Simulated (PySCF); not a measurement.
Excitation energy of Pd⁺ by level of theory

Pd⁺ [Kr] 4d9 (2D) → Pd⁺ [Kr] 4d8 5s1 (4F), as a difference of total energies. Calculation: PySCF 2.14, in aug-cc-pVTZ-PP with ECP28MDF (6s6p5d3f2g, 88 functions); a scalar-relativistic core potential. Correlated levels: valence: 4s2 4p6 frozen. The calculations carry no spin-orbit coupling.

```json
{"method": "UHF", "excitation energy (eV)": "2.291", "error (eV)": "-0.903"}
{"method": "MP2 (valence)", "excitation energy (eV)": "3.280", "error (eV)": "+0.086"}
{"method": "SCS-MP2 (valence)", "excitation energy (eV)": "3.410", "error (eV)": "+0.216"}
{"method": "CCSD (valence)", "excitation energy (eV)": "3.054", "error (eV)": "-0.140"}
{"method": "CCSD(T) (valence)", "excitation energy (eV)": "3.114", "error (eV)": "-0.080"}
```

Reference: 3.194 eV (measured; NIST levels, between the centres of gravity of the two terms).

Errors of the correlated levels include the incompleteness of this basis and the frozen core.
